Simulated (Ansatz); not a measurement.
Compare A (`NCBO`) with its isomer B (`CNBO`).

Calculated with Ansatz (gas phase, PBE0-D4/def2-TZVP geometries, no zero-point term in ΔE). CCSD(T)/CBS adds triple-zeta CCSD(T) − MP2 to the extrapolated MP2 energy (def2 sets, frozen cores). This one scheme is used for every species. Functionals use def2-TZVPP. B3LYP here is the variant with VWN-RPA as its local correlation; programs differ in this. One conformer a species, not always the lowest.

Question: Which isomer does CCSD(T)/CBS put lower? Give the gap. (Estimate.)

Answer: Computed: B, by 106.7 kJ/mol.

Question: Give E(B) − E(A) in kJ/mol with B2PLYP, PBE0-D4, r2SCAN-D4, CCSD/def2-TZVPP, PBE-D4, CCSD(T)/def2-TZVPP, B3LYP-D4. (An estimate is asked.)

Answer: The calculation gave: B2PLYP -111.3, PBE0-D4 -106.2, r2SCAN-D4 -108.6, CCSD/def2-TZVPP -108.8, PBE-D4 -103.5, CCSD(T)/def2-TZVPP -106.9, B3LYP-D4 -110.9. None reverses the order clearly.

Largest T1 diagnostic: 0.012.

In def2-TZVPP, CCSD(T) changes the Hartree–Fock value by +14.2 kJ/mol (the triples alone add +1.9 kJ/mol) and MP2 by +12.1 kJ/mol.
